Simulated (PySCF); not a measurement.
A run for PySCF: R-HF/STO-3G on CHBrO (a complex), monomers drawn apart or pushed together.

```python
from pyscf import gto, scf, dft, mp
from pyscf.data.elements import chemcore

mol = gto.M(
    atom='''
    C     0.03241738   -0.19635250    0.46762032
    O    -0.00493012   -0.11675780   -0.65197542
    Br    0.15219699   -0.51992143    5.20620275
    H     0.12314890   -0.42498324    3.78022076
    ''',
    basis='sto-3g',
    charge=0, spin=0, verbose=3, max_memory=1800)
mf = scf.RHF(mol)
mf.conv_tol = 1e-8
mf.max_cycle = 100
mf.kernel()
if not mf.converged:
    mf = mf.newton().run(mf.mo_coeff, mf.mo_occ)
```

**Question.** What total energy does the run end on?

**Answer.** -2656.4530 hartree.
